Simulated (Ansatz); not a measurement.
```yaml
crystal:
  periodic: [false, false, false]
  atoms:
    - {symbol: C, position_ang: [0.447007, 0.979526, -0.419430]}
    - {symbol: C, position_ang: [0.428597, -0.118458, -0.342442]}
    - {symbol: F, position_ang: [0.877742, -0.496272, -0.610354]}
    - {symbol: Ge, position_ang: [-0.493526, -0.472195, 0.306485]}
    - {symbol: H, position_ang: [0.760796, 1.545032, -0.500838]}
    - {symbol: H, position_ang: [0.086842, 1.064985, 0.065920]}
    - {symbol: H, position_ang: [-1.022350, -1.386603, -0.539846]}
    - {symbol: H, position_ang: [0.119482, -1.397583, 1.185512]}
    - {symbol: H, position_ang: [-0.930755, -0.000843, 0.781009]}
basis:
  gaussian: {orbitals: def2-mTZVPP}
magnetization: {spin_polarized: true, initial_magnetization: 2}
hamiltonian: {xc: {name: PBE-QIDH}}
```

```sh
$ ansatz run in.yaml --threads 4 --pin off --events-out ev --progress --plain --max-ram 10444MiB
```

It prints (some lines left out):

```
Functional definition: PBE-QIDH
  name "PBE-QIDH"
  cite "Brémond, Sancho-García, Pérez-Jiménez & Adamo, J. Chem. Phys. 141, 031101 (2014) doi:10.1063/1.4890314"
  cite "Perdew, Burke & Ernzerhof, Phys. Rev. Lett. 77, 3865 (1996) doi:10.1103/PhysRevLett.77.3865"
  parameter a = 3^(-1/3)
  parameter c = 1/3
  exchange = (1 - a)*pbe_x + a*exact_x
  correlation = (1 - c)*pbe_c + c*(mp2_os + mp2_ss)
1128 factors; integrals over basis functions are off by at most 8.6e-4 eV
mean field evaluation 1: about -61204.3148 eV, gradient 6.6e1 eV
mean field evaluation 2: about -61204.3189 eV, gradient 6.6e1 eV
mean field evaluation 4: about -61218.2972 eV, gradient 5.3e0 eV
mean field evaluation 8: about -61218.5121 eV, gradient 4.8e-1 eV
mean field evaluation 16: about -61218.6100 eV, gradient 1.7e-1 eV
mean field evaluation 32: about -61218.6247 eV, gradient 6.6e-2 eV
mean field -61218.62520340 eV, -2249.7429807505 hartree, gradient 1.6e-6 eV, S^2 2.006695; 5 other end points of the search recorded, 0 dependent functions left out
12 core orbitals not correlated: weight in the atoms' cores, before any rotation towards them, 0.999 or more for the frozen orbitals, at most 0.001 for the correlated occupied ones
reference -61218.62521477 eV, -2249.7429811683 hartree; 18, 16 occupied and 93, 95 virtual orbitals, 1128 factors
second order -22.29845796 eV of doubles, -0.00000000 eV of singles
Total energy: -61226.05803409 eV, -2250.0161322402 hartree
```

Q: Something in this input is off. What?

A: The geometry is squeezed to about two thirds of its size. Self-consistency was reached. The result belongs to that input, not to the molecule as meant.
